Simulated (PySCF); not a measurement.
## Correlation energy of V (vanadium, neutral)

[Ar] 3d3 4s1 4p1, one real determinant (an excited configuration). Calculation: PySCF 2.14, in aug-cc-pwCVTZ; no relativity, point nucleus. Frozen: [Ar]; 5 electrons correlated.

MP2 pair energies summed by pair of shells (mhartree):

| pair | energy | share (%) |
| --- | --- | --- |
| 3d-3d | -20.97 | 59.5 |
| 3d-4s | -7.65 | 21.7 |
| 3d-4p | -4.72 | 13.4 |
| 4s-4p | -1.89 | 5.4 |

Total MP2 correlation energy: -35.23 mhartree.

Same-spin part -35.23 and opposite-spin part 0.00 mhartree; SCS-MP2 scales them by 1/3 and 6/5 to -11.74 mhartree.

The reference is one real determinant that mixes LS terms of this configuration.
